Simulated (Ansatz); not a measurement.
A structure relaxed at PBE-D4/def2-SVP in Ansatz, charge 0, singlet:

```xyz
6

Pb    0.6280    1.4196   -1.7791
Pb   -0.3739    0.3239    2.3089
Te   -2.0383    1.0322   -0.1210
Te    1.3818   -1.3862   -1.5937
Te   -1.8185   -1.6110    0.6828
Te    2.2210    0.2214    0.5021
```

**Question.** Give its formula and point group.

**Answer.** the cluster Te₄Pb₂ (the lowest singlet isomer of a short search). Point group C2 (tolerance 0.1 Å).

**Question.** Summarise the bond lengths by kind (pairs closer than 1.2 times the sum of covalent radii, bridged metal pairs left out).

**Answer.** 6 × Pb–Te 2.91 to 3.16 Å; 2 × Te–Te 2.77 Å.

In the def2 sets Pb, Te take a core potential; there is no spin–orbit coupling. The structure comes from a short search, and lower isomers may exist.
